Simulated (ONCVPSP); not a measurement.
# What one change does to a pseudopotential (Ca, ONCV)

```json
{
 "Element": "Ca",
 "Generator": "ONCVPSP 4.0.1",
 "Type": "optimised norm-conserving Vanderbilt (ONCV)",
 "Functional": "PBEsol",
 "Relativity": "scalar-relativistic",
 "Frozen core": "[Ne]",
 "Valence charge": "10",
 "Reference configuration": "3s2 3p6 4s1.75 (charge +0.25)",
 "Partial waves": "3s+4s: rc 1.60 bohr, ncon 4, nbas 8, qcut 8.3 1/bohr, 3 projectors, debl 1.6 Ha; 3p: rc 1.80 bohr, ncon 4, nbas 7, qcut 6.2 1/bohr, 2 projectors, debl 3.9 Ha; d scattering state at 0.28 Ha: rc 1.90 bohr, ncon 5, nbas 8, qcut 4.2 1/bohr, 2 projectors, debl 2.3 Ha; f scattering state at 0.14 Ha: rc 1.55 bohr, ncon 4, nbas 8, qcut 6.5 1/bohr, 2 projectors, debl 3.8 Ha",
 "Local potential": "polynomial inside 1.00 bohr (lpopt 4, dvloc0 0 Ha)",
 "Core correction": "polynomial model core, fcfact 0.35"
}
```

In the d channel the program set the typed energies aside and used -0.126, 2.174 Ha.

All-electron outer shells of the reference configuration (PBEsol, scalar-relativistic, ld1.x):

```tsv
shell	level (eV)	outermost node (bohr)	outermost maximum (bohr)
3s	-48.55	0.45	0.99
3p	-29.53	0.42	1.04
4s	-5.00	1.43	3.33
```

Change: s: qcut 9; p: qcut 6.7; d: qcut 4.5; f: qcut 7.

Cutoffs: the cutoffs (Ha) at which the residual kinetic energy of the hardest occupied pseudo-wave falls to 1 and 0.1 mHa per electron; they do not see the model core or the augmentation charge, which bear on the density cutoff. Errors are all-electron minus pseudo energies relative to the spin-unpolarised reference configuration.

Q: Predict the effect on cutoff, ghosts and configuration errors.

A: The potential gets harder (22 Ha and 26 Ha → 23 Ha and 29 Ha); the errors of the 4 common tests hardly move; neither file shows a bound ghost.

```csv
quantity,base,changed
"cutoff, loose",22 Ha,23 Ha
"cutoff, tight",26 Ha,29 Ha
loose cutoff by channel,"s 22 Ha, p 14 Ha","s 23 Ha, p 15 Ha"
bound ghosts,none,none
GHOST(+) flags under 300 eV,none,none
"error for 3s2 3p6 4s2, meV [ΔE -1.09 eV]",0.0,0.0
"error for 3s2 3p6 4s1, meV [ΔE 5.21 eV]",-0.2,-0.2
"error for 3s2 3p6 4s0, meV [ΔE 16.89 eV]",-0.7,-0.6
"error for 3s2 3p6 3d1 4s0, meV [ΔE 6.53 eV]",+16,+15
s: phases at 1.62 bohr within 0.05 rad from the reference energy up to (Ha; the scan ends near 5),to the end of the scan,to the end of the scan
p: phases at 1.83 bohr within 0.05 rad from the reference energy up to (Ha; the scan ends near 5),to the end of the scan,to the end of the scan
d: phases at 1.93 bohr within 0.05 rad from the reference energy up to (Ha; the scan ends near 5),to the end of the scan,to the end of the scan
f: phases at 1.57 bohr within 0.05 rad from the reference energy up to (Ha; the scan ends near 5),to the end of the scan,to the end of the scan
"rms error of d²Exc/dni dnj with the model core, mHa",0.26,0.19
```

Base: The cutoffs count occupied waves only; projector 1 of the d channel, the hardest unoccupied one, needs 59 Ha at the loose tolerance.
